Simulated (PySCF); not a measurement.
PySCF input for C₅H₇F, SMILES C1([C@@H](F)CC=1)C, PBE/pcSseg-1. Geometry: B3LYP-D3(BJ)/def2-SVP. The structure was generated by enumeration; whether it is a known compound was not checked.

```python
import numpy as np
from pyscf import gto, scf, dft
from pyscf.prop.nmr import rks as nmr

mol = gto.M(
    atom='''
    C     2.02152584   -0.14588452    0.53953271
    C     0.58664828    0.20889101    0.38698107
    C    -0.35650665    0.81459964    1.13422462
    C    -1.47792460    0.61595666    0.12736285
    C    -0.36105316    0.01406295   -0.77896847
    F    -0.55642120   -1.28902243   -1.19438135
    H     2.16257605   -1.23222687    0.40844906
    H     2.40685268    0.13872781    1.53000102
    H     2.63784936    0.34993865   -0.23062499
    H    -0.32711564    1.30729800    2.11033265
    H    -1.99220068    1.51464284   -0.25458987
    H    -2.22895779   -0.14040102    0.40598724
    H    -0.12735148    0.61746821   -1.67491966
    ''',
    basis='pcSseg-1',
    charge=0,
    spin=0,
    max_memory=1600,
    verbose=3,
)
mf = dft.RKS(mol, xc='pbe')
mf.grids.level = 3
mf.conv_tol = 1e-10
mf.max_cycle = 100
mf.kernel()
n = nmr.NMR(mf)
n.verbose = 2
n.max_cycle_cphf = 60
sigma = n.kernel()
print('atom   isotropic/ppm   span/ppm')
for i, s in enumerate(sigma):
    w = np.linalg.eigvalsh((s + s.T) / 2)
    print(f'{mol.atom_symbol(i):2s}{i + 1:3d} {w.mean():14.3f} {w[2] - w[0]:11.3f}')
```

Output:

```
converged SCF energy = -294.148501898766
atom   isotropic/ppm   span/ppm
C   1        163.605      34.922
C   2         23.172     208.731
C   3         42.879     206.304
C   4        138.212      25.747
C   5         85.820      82.145
F   6        354.390      46.616
H   7         29.102       8.891
H   8         29.365       8.296
H   9         29.464       9.391
H  10         25.082       3.855
H  11         28.445       7.253
H  12         28.619       6.490
H  13         25.953       6.250
```

Self-consistency was reached.
